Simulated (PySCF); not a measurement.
Bond length, frequency and bond energy of GaI by level of theory

State: ¹Σ⁺ (singlet), closed shell. Set-up: PySCF, scalar-relativistic core potentials, basis sets Ga def2-SVP, I def2-SVP with ECP28. De refers to Ga + I in their high-spin ground configurations, without counterpoise correction. A positive dipole means Ga(−)I(+).

```csv
Level,Re (Å),ωe (cm⁻¹),De (eV),μ (D),"CPU s a point (SCF and correlation, without the integrals)"
RHF,2.628,210,2.69,-3.01,0.16
RHF-MP2,2.580,226,3.61,n/a,0.26
RHF-SCS-MP2,2.592,222,3.48,n/a,n/a
RHF-CCSD,2.592,223,3.41,n/a,n/a
RHF-CCSD(T),2.590,223,3.50,n/a,3.6
LDA,2.557,228,4.47,-1.96,0.55
PBE,2.607,215,3.92,-2.26,1
r²SCAN,2.583,222,3.87,-2.23,1.3
PBE0,2.590,220,3.80,-2.44,2
r²SCAN0,2.576,225,3.76,-2.39,1.4
B97-3,2.614,214,3.73,-2.68,0.92
```

Which functional lies closest to RHF-CCSD(T) in De, which farthest, and by how much do they differ from it?

Closest is B97-3 (+2.4 pm in Re, -4.0 % in ωe, +0.23 eV in De against RHF-CCSD(T) in the same basis), farthest LDA (-3.3 pm in Re, +2.2 % in ωe, +0.97 eV in De). CCSD(T) converges more slowly with the basis than the functionals do and binds too weakly in this one, so the order can change at the basis-set limit.

What does a quarter of exact exchange do here, going from PBE to PBE0?

PBE0 less PBE: -1.7 pm in Re, +2.3 % in ωe, -0.12 eV in De. Exact exchange removes part of the self-interaction that spreads semilocal densities, and in most molecules shortens and stiffens the bond and lowers De; so it does here.

What does a quarter of exact exchange do here, going from r²SCAN to r²SCAN0?

r²SCAN0 less r²SCAN: -0.7 pm in Re, +1.4 % in ωe, -0.11 eV in De. Exact exchange removes part of the self-interaction that spreads semilocal densities, and in most molecules shortens and stiffens the bond and lowers De; so it does here.

Correlated steps freeze 13 core orbitals. Correlated levels converge slowly with the basis: in double zeta they bind strong bonds too weakly, by up to about 1 eV, and carry superposition errors of some tenths. Spin–orbit coupling is left out, which matters for elements this heavy, above all for dissociation energies. Where the molecule has an RHF reference, its open-shell atoms are computed with UHF.

The whole job (state search and all levels along the bond) took about 2.6 min on 1 thread of Oxide Virtual Turin-like (shared host), peak memory 0.73 GiB.
